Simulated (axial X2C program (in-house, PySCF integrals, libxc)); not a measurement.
Bond lengths and stretching modes, held linear, of WNC⁻

Computed with an axial X2C code built on PySCF integrals: two-component X2C with atomic mean-field Coulomb and Gaunt terms, Gaussian nuclei, basis W dyall-v3z, N dyall-av3z, C dyall-v3z with contracted cores. Spin-free rows use the one-electron spin-free X2C Hamiltonian.

Masses W 183.951, N 14.003, C 12.000 u. States: 2c Ω = 2 (beyond evenly filled blocks: ω = -1/2, ω = 5/2); spin-free M_S = 2, Λ = 0 (beyond evenly filled blocks: π+α, π-α, δ+α, δ-α).

HF, spin-free: energies above the lowest point

```json
{"r(W–N) (Å)": "1.9373", "r(N–C) (Å)": "1.1495", "E (meV)": "198.38"}
{"r(W–N) (Å)": "1.9373", "r(N–C) (Å)": "1.1790", "E (meV)": "217.83"}
{"r(W–N) (Å)": "1.9373", "r(N–C) (Å)": "1.2085", "E (meV)": "320.80"}
{"r(W–N) (Å)": "1.9870", "r(N–C) (Å)": "1.1495", "E (meV)": "74.44"}
{"r(W–N) (Å)": "1.9870", "r(N–C) (Å)": "1.1790", "E (meV)": "102.61"}
{"r(W–N) (Å)": "1.9870", "r(N–C) (Å)": "1.2085", "E (meV)": "215.74"}
{"r(W–N) (Å)": "1.9870", "r(N–C) (Å)": "1.2380", "E (meV)": "393.87"}
{"r(W–N) (Å)": "2.0367", "r(N–C) (Å)": "1.1495", "E (meV)": "0.00"}
{"r(W–N) (Å)": "2.0367", "r(N–C) (Å)": "1.1790", "E (meV)": "34.96"}
{"r(W–N) (Å)": "2.0367", "r(N–C) (Å)": "1.2085", "E (meV)": "156.21"}
{"r(W–N) (Å)": "2.0864", "r(N–C) (Å)": "1.1790", "E (meV)": "5.71"}
{"r(W–N) (Å)": "2.0864", "r(N–C) (Å)": "1.2380", "E (meV)": "328.59"}
```

Fit a quadratic surface with cubic terms in each bond: where is the minimum, and what are the two stretching wavenumbers?

At HF, spin-free: bonds 2.140 and 1.148 Å; harmonic stretches 279.9 and 2208.7 cm⁻¹; force constants 1.06, 19.2 and coupling 0.89 mdyn/Å.

The other levels and Hamiltonians give:

| Hamiltonian | level | r(W–N) (Å) | r(N–C) (Å) | lower stretch (cm⁻¹) | upper stretch (cm⁻¹) |
| --- | --- | --- | --- | --- | --- |
| 2c | PBE0 | 1.988 | 1.178 | 406.8 | 2035.6 |
| 2c | HF | 2.134 | 1.148 | 285.2 | 2205.3 |
| 2c | LDA | 1.903 | 1.192 | 459.8 | 1920.8 |
| 2c | MP2 | 2.088 | 1.175 | 362.8 | 2397.6 |
| spin-free | PBE0 | 1.989 | 1.178 | 407.8 | 2033.5 |
| spin-free | LDA | 1.905 | 1.192 | 461.7 | 1918.1 |
| spin-free | MP2 | 2.091 | 1.175 | 359.1 | 2378.8 |

Each state is one determinant, the lowest of a limited PBE0 search; the stretches come from a fit to these few points and carry an uncertainty of a few per cent. Other orders of the atoms were not compared. The levels spread by more than a fifth, so the stretches depend strongly on the method. MP2 freezes inner shells (threshold -2 hartree). For an anion the highest level of a functional can be positive, and the basis then holds the extra electron. The molecule was held linear; bending was not examined, so a bent shape may lie lower. Open-shell Ω = 0 determinants with evenly filled partner blocks cannot be reached by this program, so the Ω shown need not be the lowest component. Note: several unpaired electrons, one determinant need not be a pure state.
